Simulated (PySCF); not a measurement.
# Polarisability and C₆ of Cs⁺ (caesium, charge +1)

[Xe], closed-shell 1S. Computed with PySCF 2.14 in aug-cc-pwCVTZ-X2C (11s10p8d4f, 109 functions), with scalar relativity by spin-free X2C-1e. Coupled (time-dependent) response in atomic units; α is the mean over directions.

| method | mean α (bohr³) | C₆ (like pair) | S(−4) |
| --- | --- | --- | --- |
| TPSSh | 16.04 | 138.1 | 36.52 |

S(−4) is the Cauchy moment in α(ω) = α(0) + S(−4) ω² + …

α(iu) at TPSSh:

| u (hartree) | α(iu) (bohr³) |
| --- | --- |
| 0 | 16.04 |
| 0.0500 | 15.95 |
| 0.100 | 15.68 |
| 0.200 | 14.72 |
| 0.300 | 13.38 |
| 0.500 | 10.48 |
| 0.750 | 7.520 |
| 1.00 | 5.502 |
| 1.50 | 3.252 |
| 2.00 | 2.156 |
| 3.00 | 1.177 |
| 5.00 | 0.5277 |

For an ion, C₆ is the dispersion term alone; charge-induced terms of lower order in 1/R come first.

Spin-orbit coupling, which splits the p, d and f shells strongly at this Z, is absent.
